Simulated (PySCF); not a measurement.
## Spinor energies of Pm (promethium, neutral)

Start: [Xe] 4f5 6s2; 4f5/2 filled at m_j = -3/2, -1/2, +1/2, +3/2, +5/2. Calculated with PySCF 2.14 in x2c-SVPall-2c with one added diffuse shell each of s, p, d, f type (8s11p10d4f1g, 128 functions): generalised Hartree-Fock with the X2C-1e Hamiltonian and a Gaussian nucleus; one run each with spin-orbit coupling (SO) switched off, then screened by Boettger's factors.

```tsv
spinor shell	electrons	ε, spin-free (eV)	ε, screened SO (eV)	weight of nominal j (screened SO)	rms radius, screened SO (bohr)
1s1/2	2	-45404.3	-45397.0	1.000	0.0264
2s1/2	2	-7496.5	-7494.3	1.000	0.107
2p1/2	2	-6688.7	-7082.1	1.000	0.0918
2p3/2	4	-6688.7	-6517.4	1.000	0.0979
3s1/2	2	-1682.1	-1681.3	1.000	0.277
3p1/2	2	-1422.9	-1503.9	1.000	0.269
3p3/2	4	-1422.9	-1387.1	1.000	0.282
3d3/2	4	-1066.9	-1082.0	0.996	0.254
3d5/2	6	-1066.9	-1056.1	0.997	0.257
4s1/2	2	-355.16	-354.92	1.000	0.630
4p1/2	2	-267.38	-286.53	0.976	0.652
4p3/2	4	-267.38	-258.76	0.988	0.679
4d3/2	4	-140.26	-147.83	0.715	0.743
4d5/2	6	-140.26	-135.01	0.810	0.747
5s1/2	2	-51.889	-51.849	1.000	1.55
5p1/2	2	-28.296	-31.376	0.917	1.76
5p3/2	4	-28.296	-26.908	0.959	1.87
4f5/2	5	-12.535	-12.518	0.631	1.11
6s1/2	2	-4.786	-4.787	1.000	5.06
```

```csv
quantity,spin-free,screened SO
E (hartree),-10013.43112,-10018.76418
M_J,5/2,5/2
⟨J²⟩,13.771,13.160
⟨L²⟩,30.014,29.868
⟨S²⟩,8.757,8.710
```

The determinant has a definite M_J but mixes levels of different J.

Each row is a mean over spinors that exchange with the open shell spreads, by up to 8.529 eV (4d3/2).

Rows whose weight is well below 1 are mixtures of j = l ± 1/2: exchange outweighs spin-orbit coupling there, and the label is only the starting occupation.

Breit and QED terms are absent; they matter most for the inner s and p1/2 levels.

Densities and radii are taken from the X2C orbitals without a picture-change correction, which distorts them close to the nucleus.

Without spin-orbit coupling the j labels of p, d and f shells carry no meaning; the spin-free column gives the mean over the occupied spinors of each nl shell, and its ⟨J²⟩ belongs to a mixture of degenerate components.
